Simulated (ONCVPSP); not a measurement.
## Cs (Z = 55): excitation energies, all-electron against ONCV

caesium, optimised norm-conserving Vanderbilt (ONCV), made with ONCVPSP 4.0.1 (PBE, scalar-relativistic). Core [Kr] 4d10, reference 5s2 5p6 6s0.75 6p0.25. Waves: 5s+6s: rc 2.65 bohr, ncon 4, nbas 7, qcut 3.9 1/bohr, 3 projectors, debl 3.6 Ha; 5p+6p: rc 3.10 bohr, ncon 5, nbas 9, qcut 4.1 1/bohr, 2 projectors; d scattering state at 0.04 Ha: rc 2.65 bohr, ncon 3, nbas 7, qcut 3.5 1/bohr, local. Local part: the d channel. Core correction: polynomial model core, fcfact 0.6.

In the d channel the program set the typed energies aside and used 0.050 Ha.

Energies are relative to the spin-unpolarised reference configuration 5s2 5p6 6s0.75 6p0.25; without spin polarisation the order of configurations can differ from experiment.

(1) Give the all-electron excitation energy and the error of the potential for: 5s2 5p6 6s1 6p0; 5s2 5p6 6s0 6p0; 5s2 5p6 6s0.5 6p0; 5s1 5p6 6s1 6p0.

Levels in the configuration 5s2 5p6 6s0 6p0:

```csv
level,all-electron (eV),pseudo (eV)
5s,-31.938,-31.943
5p,-18.670,-18.670
```

## Answers

(1)

```tsv
valence configuration	charge	ΔE all-electron (eV)	error AE − PS (meV)
5s2 5p6 6s1 6p0	0	-0.338	0.0
5s2 5p6 6s0 6p0	+1	3.525	-0.3
5s2 5p6 6s0.5 6p0	+0.5	1.133	-0.1
5s1 5p6 6s1 6p0	+1	31.345	-93
```
